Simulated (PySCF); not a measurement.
Delta-SCF ions had no search for a lower state. Excitations are Tamm–Dancoff values on a coarser integration grid. The basis has no diffuse functions, so Rydberg states are missing or too high.

Z-matrix (Å, degrees):
```
C
H 1 1.0954
H 1 1.0963 2 106.14
C 1 1.5272 2 110.62 3 119.64
H 4 1.0926 1 111.68 2 -58.85
H 4 1.0934 5 107.35 1 -122.40
H 4 1.0934 5 107.38 6 -115.07
Si 1 1.8694 2 108.37 3 -116.70
O 8 1.6517 1 113.15 2 55.26
H 9 0.9575 8 117.73 1 71.42
H 8 1.4849 9 105.30 10 -168.25
H 8 1.4937 11 109.14 9 -118.70
```
Charge 0, spin multiplicity 1.

Problem. Predict the S1 oscillator strength, vertical ionisation energy (Delta-SCF) and S1 excitation (TDA) from PBE0-D4/def2-TZVP run with PySCF.

Solution. 
| Quantity | Result |
|---|---|
| S1 oscillator strength | 0.008 |
| vertical ionisation energy (Delta-SCF) | 10.14 eV |
| S1 excitation (TDA) | 7.02 eV |
